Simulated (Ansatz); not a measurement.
Input file for Ansatz (a first-principles code): R-CCSD(T)/cc-pV(D+d)Z on CH5AlO2 (SMILES [CH3][Al]([OH])[OH]). Files ending in .json are basis or fitting sets from the Basis Set Exchange.

Ansatz 0.2 input:
```yaml
crystal:
  periodic: [false, false, false]
  atoms:
    - {symbol: C, position_ang: [-1.13387153, -1.01148503, -0.02214245]}
    - {symbol: Al, position_ang: [0.30653309, 0.28390764, 0.00484175]}
    - {symbol: O, position_ang: [1.91034672, -0.28329885, -0.03232502]}
    - {symbol: O, position_ang: [-0.07539691, 1.94120463, 0.06576331]}
    - {symbol: H, position_ang: [-1.06001474, -1.66087766, -0.89778001]}
    - {symbol: H, position_ang: [-1.09100664, -1.66078467, 0.85590650]}
    - {symbol: H, position_ang: [-2.11104286, -0.52700587, -0.03784775]}
    - {symbol: H, position_ang: [2.70102660, 0.25576490, -0.02114663]}
    - {symbol: H, position_ang: [0.55342627, 2.66257490, 0.08473032]}
basis:
  gaussian:
    orbitals: cc-pV_D+d_Z.json
magnetization: {spin_polarized: false}
correlation: {method: ccsd_t, electrons: outside_noble_gas}
scf: {lower_state_search: off}
```

The log:

```
WARN ansatz: RAYON_NUM_THREADS=1 ignored (pool sized by the plan → 1); use --threads N
Functional definition: HF
these checks for a lower state are left out or cut short: stability, starts, cluster_reference, orbital_swaps, neighbouring_geometries, increment
integrals: 0.09 GiB planned
851 factors; integrals over basis functions are off by at most 1.4e-3 eV
mean field: 0.22 GiB planned
mean field evaluation 1: about -11765.6127 eV, gradient 5.1e1 eV
mean field evaluation 2: about -11765.6569 eV, gradient 5.1e1 eV
mean field evaluation 4: about -11770.5300 eV, gradient 2.8e0 eV
mean field evaluation 8: about -11770.5698 eV, gradient 1.9e-1 eV
mean field -11770.56995770 eV, -432.5604675665 hartree, gradient 4.4e-6 eV, S^2 0.000000; 0 other end points of the search recorded, 0 dependent functions left out
8 core orbitals not correlated
reference -11770.56995770 eV, -432.5604675665 hartree; 12, 12 occupied and 70, 70 virtual orbitals, 851 factors
second order -16.01490296 eV of doubles, -0.00000000 eV of singles
coupled cluster: 0.28 GiB planned
cycle   1  -16.36585842 eV  change   -3.5e-1 eV  update   9.0e-2
cycle   2  -16.72186777 eV  change   -3.6e-1 eV  update   2.6e-2
cycle   3  -16.82949227 eV  change   -1.1e-1 eV  update   1.5e-2
cycle   4  -16.82525536 eV  change    4.2e-3 eV  update   3.5e-3
cycle   5  -16.82357741 eV  change    1.7e-3 eV  update   1.4e-3
cycle   6  -16.82373333 eV  change   -1.6e-4 eV  update   4.1e-4
cycle   7  -16.82352137 eV  change    2.1e-4 eV  update   1.2e-4
cycle   8  -16.82348562 eV  change    3.6e-5 eV  update   3.3e-5
cycle   9  -16.82349026 eV  change   -4.6e-6 eV  update   1.0e-5
perturbative correction -0.36835013 eV, -0.0135366177 hartree
Total energy: -11787.76179809 eV, -433.1922560479 hartree
Checks for a lower state left out: stability, starts, cluster_reference, orbital_swaps, neighbouring_geometries, increment
```

Self-consistency was reached.

Cost: about 6 core-seconds (a rough figure).
